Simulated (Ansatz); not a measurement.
`N=[CH][Al]1[CH2][CH2]1` + HBr → `[Br][Al]1[CH2][CH2]1` + `C=N`  (ligand exchange at the Al–C bond)

Program: Ansatz. Geometries: PBE0-D4/def2-TZVP. ΔE: electronic, gas phase. CCSD(T)/CBS is the MP2 limit (def2-TZVPP, def2-QZVPP) plus CCSD(T) − MP2 in def2-TZVPP, frozen cores. This one scheme is used for every species. For Br outer-core shells are correlated without core-valence functions, which leaves a few kJ/mol of doubt a bond. Scalar relativity is left out up to krypton. One conformer a species, not always the lowest.

```json
{"species": "`N=[CH][Al]1[CH2][CH2]1`", "HF/def2-TZVPP energy (Eh)": "-413.43472"}
{"species": "HBr", "HF/def2-TZVPP energy (Eh)": "-2573.00153"}
{"species": "`[Br][Al]1[CH2][CH2]1`", "HF/def2-TZVPP energy (Eh)": "-2892.43772"}
{"species": "`C=N`", "HF/def2-TZVPP energy (Eh)": "-94.07170"}
```

Q: Work out ΔE.

A: ΔE = (-2892.43772) + (-94.07170) − (-413.43472) − (-2573.00153) = -0.07317 Eh = -192.1 kJ/mol. CCSD(T)/CBS gives -172.9 kJ/mol.

Largest T1 diagnostic among the species: 0.013.

From BLYP to BHLYP (50 % exact exchange), in def2-TZVPP and without D4, ΔE moves by −16.9 kJ/mol. In def2-TZVPP, CCSD(T) changes the Hartree–Fock value by +20.1 kJ/mol (the triples alone add +3.0 kJ/mol) and MP2 by +14.4 kJ/mol.
